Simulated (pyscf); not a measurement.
Structures and frequencies: ωB97X-D3(BJ)/def2-SVP in PySCF. MP2 and CC: frozen core, UHF for open shells. ΔMP2 is the change of the MP2 total energy from the triple- to the quadruple-zeta basis.

Question: •HC=CH–C≡CH (SMILES [CH]=CC#C) → C₄H₃ (SMILES [CH]1C2=CC12) [doublet]
Surface: doublet. Broken: none. Formed: C–C, C–C. Give ΔE‡ and ΔE from CCSD(T)/def2-TZVPP + ΔMP2(QZVPP), relative to the reactant's lowest minimum found.

Answer: ΔE‡ = 57.1 kcal/mol, ΔE = +24.5 kcal/mol. Zero-point energy shifts the barrier by -2.4 kcal/mol. It is a double ring closure, with an imaginary mode of 396i cm⁻¹. The same reactants have a lower exit, to [HC≡C–C=CH₂]• (barrier +45.4 kcal/mol at ωB97M-D3(BJ), against +54.6 kcal/mol here). •HC=CH–C≡CH lies 12.5 kcal/mol over its isomer •HC=C=C=CH₂, and others may lie lower still (electronic energy, ωB97M-D3(BJ)). cyclic C₄H₃ (SMILES [CH]1C2=CC12) [doublet] lies 35.9 kcal/mol over its isomer •HC=C=C=CH₂, and others may lie lower still (electronic energy, ωB97M-D3(BJ)). This is the saddle that the search found; another between the same sides may lie lower. The CCSD(T) − MP2 part came from Ansatz, without density fitting, on the same reference. An open-shell T1 diagnostic exceeds 0.045. A UHF reference is spin-contaminated (<S²> up to 1.20), which harms MP2 most.
